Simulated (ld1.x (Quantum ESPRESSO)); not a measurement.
## gallium (Ga): one change to a TM semilocal potential, before and after

* Element: gallium (Ga)
* Generator: ld1.x (Quantum ESPRESSO) 7.5
* Type: norm-conserving Troullier–Martins (semilocal form)
* Functional: LDA (PZ)
* Relativity: scalar-relativistic
* Frozen core: [Ar]
* Valence charge: 13
* Reference configuration: 3d10 4s2 4p1
* Partial waves: 4s (bound): rc 1.45 bohr; 3d (bound): rc 0.75 bohr; 4p (bound): rc 2.30 bohr
* Local potential: the p channel
* Core correction: none

Change: wave 4s (bound): rc 1.45 bohr becomes 4s (bound): rc 1.50 bohr.

Cutoffs: the cutoffs (Ry, on a coarse ladder) from which the occupation-weighted sum of valence levels, in a spherical-Bessel basis at the reference potential, stays within 10 and 1 mRy of its value at 400 Ry; they do not see the model core or the augmentation charge, which bear on the density cutoff. Errors are all-electron minus pseudo energies relative to the spin-unpolarised reference configuration.

What does the change do?

Of the 9 tests that both files solve, the error grows in 0 and shrinks in 3 by more than 15 % and 0.3 meV (median size 1.3 → 1.3 meV); neither file shows a bound ghost. That the errors move this way runs against the usual rule that smaller radii transfer better. A semilocal file is local in each channel, so a ghost entry of none says nothing of the separable form that plane-wave codes build from it.

```tsv
quantity	base	changed
bound ghosts	none	none
error for 3d10 4s2 4p0, meV [ΔE 5.89 eV]	-1.0	-0.9
error for 3d10 4s1 4p0, meV [ΔE 27.39 eV]	+0.8	-0.7
error for 3d10 4s0 4p0, meV [ΔE 58.99 eV]	+8.4	+3.6
error for 3d10 4s1 4p2, meV [ΔE 6.61 eV]	+0.9	+0.6
error for 3d10 4s1 4p1, meV [ΔE 13.34 eV]	+2.5	+1.8
error for 3d10 4s2 4p1.3, meV [ΔE -0.58 eV]	0.0	+0.1
error for 3d9 4s2 4p2, meV [ΔE 20.40 eV]	-248	-265
error for 3d10 4s2 4p1 (spin-polarised), meV [ΔE -0.13 eV]	+1.3	+1.3
error for 3d10 4s1 4p0 (spin-polarised), meV [ΔE 27.08 eV]	+12	+11
s: phases at 2.52 bohr within 0.05 rad from the reference energy up to (Ry; the scan ends near 5)	2.4	2.6
p: phases at 2.52 bohr within 0.05 rad from the reference energy up to (Ry; the scan ends near 5)	3.4	3.4
d: phases at 2.52 bohr within 0.05 rad from the reference energy up to (Ry; the scan ends near 5)	to the end of the scan	to the end of the scan
```
